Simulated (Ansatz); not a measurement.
Coupled-cluster run, GaH3S3 (`[SH][Ga]([SH])[SH]`).

```yaml
crystal:
  periodic: [false, false, false]
  atoms:
    - {symbol: S, position_ang: [0.674953, 0.806606, -1.591781]}
    - {symbol: Ga, position_ang: [0.103694, -0.182210, 0.286653]}
    - {symbol: S, position_ang: [-1.971707, -0.370725, 0.976975]}
    - {symbol: S, position_ang: [1.666902, -1.033820, 1.567080]}
    - {symbol: H, position_ang: [-0.586677, 1.114408, -1.933673]}
    - {symbol: H, position_ang: [-2.484639, 0.264213, -0.089406]}
    - {symbol: H, position_ang: [2.658773, -0.666572, 0.738451]}
basis:
  gaussian: {orbitals: def2-SVP}
correlation: {method: ccsd_t}
```

```sh
$ ansatz run in.yaml --threads 4 --pin off --events-out ev --progress --plain
```

Log, shortened:

```
Functional definition: HF
958 factors; integrals over basis functions are off by at most 8.8e-4 eV
mean field evaluation 1: about -84818.5992 eV, gradient 2.1e1 eV
mean field evaluation 2: about -84818.6039 eV, gradient 2.1e1 eV
mean field evaluation 4: about -84820.2818 eV, gradient 3.2e0 eV
mean field evaluation 8: about -84820.3168 eV, gradient 1.6e-4 eV
mean field -84820.31684558 eV, -3117.0891507994 hartree, gradient 2.7e-6 eV, S^2 0.000000; 0 other end points of the search recorded, 0 dependent functions left out
24 core orbitals not correlated: weight in the atoms' cores, before any rotation towards them, 1.000 or more for the frozen orbitals, at most 0.000 for the correlated occupied ones
reference -84820.31684558 eV, -3117.0891507994 hartree; 17, 17 occupied and 60, 60 virtual orbitals, 958 factors
second order -16.36040550 eV of doubles, -0.00000000 eV of singles
cycle   1  -16.78751557 eV  change   -4.3e-1 eV  update   1.0e-1
cycle   2  -17.31426564 eV  change   -5.3e-1 eV  update   3.1e-2
cycle   3  -17.39148883 eV  change   -7.7e-2 eV  update   1.5e-2
cycle   4  -17.38872610 eV  change    2.8e-3 eV  update   3.3e-3
cycle   5  -17.38661517 eV  change    2.1e-3 eV  update   1.1e-3
cycle   6  -17.38609557 eV  change    5.2e-4 eV  update   3.9e-4
cycle   7  -17.38594194 eV  change    1.5e-4 eV  update   9.9e-5
cycle   8  -17.38599224 eV  change   -5.0e-5 eV  update   3.2e-5
cycle   9  -17.38599490 eV  change   -2.7e-6 eV  update   8.6e-6
perturbative correction -0.56442845 eV, -0.0207423631 hartree
Total energy: -84838.26726893 eV, -3117.7488166903 hartree
```

Run time 2.3 s (4 threads of a server CPU on a shared host); peak host memory 0.36 GiB.

Correlation energy per correlated electron: -0.528 eV. T1 diagnostic: 0.0120.
